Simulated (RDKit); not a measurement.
Input file for RDKit: UFF on SiH4 (SMILES [SiH4]).

```python
from rdkit import Chem
from rdkit.Chem import AllChem, rdDetermineBonds

blocks = [
'''5

Si   -0.01403670   -0.00036480    0.16241460
H     0.61465938    1.04075699    1.01291208
H     0.23914788    0.38959032   -1.24868458
H    -1.47000788   -0.03709266    0.39428840
H     0.62066218   -1.30879196    0.41315955
''',
]
mol = None
for b in blocks:
    f = Chem.MolFromXYZBlock(b)
    rdDetermineBonds.DetermineBonds(f, charge=0)
    mol = f if mol is None else Chem.CombineMols(mol, f)
Chem.SanitizeMol(mol)
print(Chem.MolToSmiles(Chem.RemoveHs(mol)))
ff = AllChem.UFFGetMoleculeForceField(mol, vdwThresh=100.0, ignoreInterfragInteractions=False)
e = ff.CalcEnergy()
print(f'UFF energy {e:.6f} kcal/mol')
```

Program output:

```
[SiH4]
UFF energy 0.158481 kcal/mol
```

The run finished.

Cost: about 0.010 core-seconds (a rough figure).
